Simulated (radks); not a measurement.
Results of a calculation; reference values are marked as such.
Problem. Successive ionisation energies (eV) of one element, from differences of total energies of ions in their ground configurations, starting at charge 0: 6.654, 14.025, 27.538, 43.512, 99.235, 119.57, 140.30, 169.04, 192.44, 216.07, 264.76, 292.31, 789.07, 864.53, 940.32, 1047.2, 1131.5, 1215.7, 1341.7, 1425.5, 6243.6, 6616.5. Level of theory: scalar-relativistic Kohn-Sham, PBEsol, spin-polarised, spherical densities, finite nucleus; open shells are filled with parallel spins first; Fermi nuclear charge, rms radius 3.5921 fm (a radial shooting solver on a logarithmic mesh with Libxc functionals). Which element is it?

Solution. Titanium (Z = 22). The first species listed is Ti in [Ar] 3d2 4s2, the last Ti21+ in 1s1.
